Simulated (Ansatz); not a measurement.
Frontier orbitals of C$_{2}$H$_{4}$F$_{2}$O$_{2}$Si, SMILES `CC(=O)O[SiH](F)F`.

Charge 0, multiplicity 1. The geometry is a stationary point of PBE0-D4/def2-TZVP. It is one conformer, not always the lowest. Basis def2-TZVPP, Ansatz 0.2.0.

```tsv
functional	HOMO (eV)	LUMO (eV)	gap (eV)
PBE	-6.94	-1.61	5.33
B97M-V	-7.44	-1.21	6.23
PBE0	-8.66	-0.48	8.18
r2SCANh	-7.95	-0.93	7.02
r2SCAN0	-8.92	-0.31	8.61
BHLYP	-10.33	0.76	11.09
LC-ωPBE	-11.49	1.97	13.46
ωB97M-V	-11.10	1.80	12.90
```

Problem. What is the vertical ionisation energy at frozen-core CCSD(T)/CBS(def2)? (Best estimate.)

Solution. Computed: 11.35 eV (T1 of the cation 0.021).

From PBE to PBE0 the HOMO moves by −1.71 eV and the LUMO by +1.14 eV, and with ωB97M-V by −4.16 and +3.41 eV, so the gap grows from 5.33 to 12.90 eV with exact exchange. A positive LUMO is unbound and depends on the basis. −ε(HOMO) differs from that ionisation energy by −4.41 eV with PBE and −0.25 eV with ωB97M-V.

LC-ωPBE has ω = 0.4 bohr⁻¹.
